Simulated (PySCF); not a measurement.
Computed IR spectrum (relative IR intensity) of a molecule CH₆ClNSi. Geometry optimised at B3LYP-D3(BJ)/def2-SVP. The values are those of a single conformer. Method: B3LYP-D3(BJ)/def2-SVP in PySCF. Frequencies are harmonic and unscaled.

```json
[
 {"ν (cm⁻¹)": "187", "relative intensity": "3.8"},
 {"ν (cm⁻¹)": "210", "relative intensity": "3.7"},
 {"ν (cm⁻¹)": "255", "relative intensity": "3.4"},
 {"ν (cm⁻¹)": "296", "relative intensity": "11"},
 {"ν (cm⁻¹)": "461", "relative intensity": "45"},
 {"ν (cm⁻¹)": "504", "relative intensity": "100"},
 {"ν (cm⁻¹)": "641", "relative intensity": "7.2"},
 {"ν (cm⁻¹)": "699", "relative intensity": "18"},
 {"ν (cm⁻¹)": "768", "relative intensity": "2.4"},
 {"ν (cm⁻¹)": "835", "relative intensity": "4.9"},
 {"ν (cm⁻¹)": "880", "relative intensity": "95"},
 {"ν (cm⁻¹)": "896", "relative intensity": "33"},
 {"ν (cm⁻¹)": "928", "relative intensity": "96"},
 {"ν (cm⁻¹)": "1276", "relative intensity": "14"},
 {"ν (cm⁻¹)": "1431", "relative intensity": "2.1"},
 {"ν (cm⁻¹)": "1549", "relative intensity": "24"},
 {"ν (cm⁻¹)": "2256", "relative intensity": "65"},
 {"ν (cm⁻¹)": "3125", "relative intensity": "2.1"},
 {"ν (cm⁻¹)": "3557", "relative intensity": "14"},
 {"ν (cm⁻¹)": "3647", "relative intensity": "14"}
]
```

Problem. Identify the compound among the candidates.
A) NC[SiH2]Cl
B) C[SiH](N)Cl
C) CN[SiH2]Cl

Solution. B, C[SiH](N)Cl
